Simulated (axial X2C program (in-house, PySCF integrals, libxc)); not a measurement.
## Correcting the dissociation energy of GeSe for spin–orbit coupling

A spin-free PBE0 curve (one-electron X2C) was computed with an in-house all-electron X2C program for linear molecules (integrals from PySCF), basis Se dyall-cv3z [8s9p6d4f1g], Ge dyall-cv3z [9s9p7d4f1g] (cores contracted in-house), for the state M_S = 0, Λ = 0 (closed shell). It gives D0 = 5.031 eV to Se + Ge, which in a spin-free picture are the weighted means of the ground terms.

Measured levels of the ground terms (NIST Handbook of Basic Atomic Spectroscopic Data), in cm⁻¹: Se 3P: J = 2 at 0, J = 1 at 1989.5, J = 0 at 2534.4; Ge 3P: J = 0 at 0, J = 1 at 557.1, J = 2 at 1410.

The molecular state has Λ = 0, so it has no first-order lowering.

(1) How far does each ground level lie under the (2J+1)-weighted mean of its term?

(2) Correct D0.

Second-order spin–orbit effects in the molecule, which grow quickly with Z, are left out. The state is a single determinant with fixed occupations, the lowest that a limited PBE0 search found. Dissociation energies refer to the lowest single-determinant-based atoms at the same level and basis.

Results:

(1) Se: (5 × 0 + 3 × 1989.5 + 1 × 2534.4)/9 = 945 cm⁻¹; Ge: (1 × 0 + 3 × 557.1 + 5 × 1410)/9 = 969 cm⁻¹.

(2) D0 = 5.031 + (0 − 1914)/8065.5 = 4.794 eV at PBE0 with these spin–orbit terms.
